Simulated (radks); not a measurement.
Task: Coulomb parameter of the 5d shell of neutral osmium in the model configuration [Xe] 4f14 5d5 6s2 6p1, as a second difference U = [E(n + 0.25) + E(n - 0.25) - 2 E(n)] / (0.25)^2 with all orbitals relaxed. "Bare": the charge of the atom changes with n. "Screened": the 6p shell takes up the change at fixed total charge, which measures U(5d,5d) + U(6p,6p) - 2 U(5d,6p). All-electron calculation, scalar-relativistic Kohn-Sham, PBE, spin-unpolarised, spherical densities, finite nucleus; Fermi nuclear charge, rms radius 5.4126 fm. Program: a radial shooting solver on a logarithmic mesh with Libxc functionals. Estimate both.

Result: U(bare) = 9.057 eV, U(screened by 6p) = 2.295 eV, against the Slater integral F0(5d,5d) = 14.383 eV with frozen orbitals. The step up makes a negative ion, whose loosely bound charge lowers the bare value.
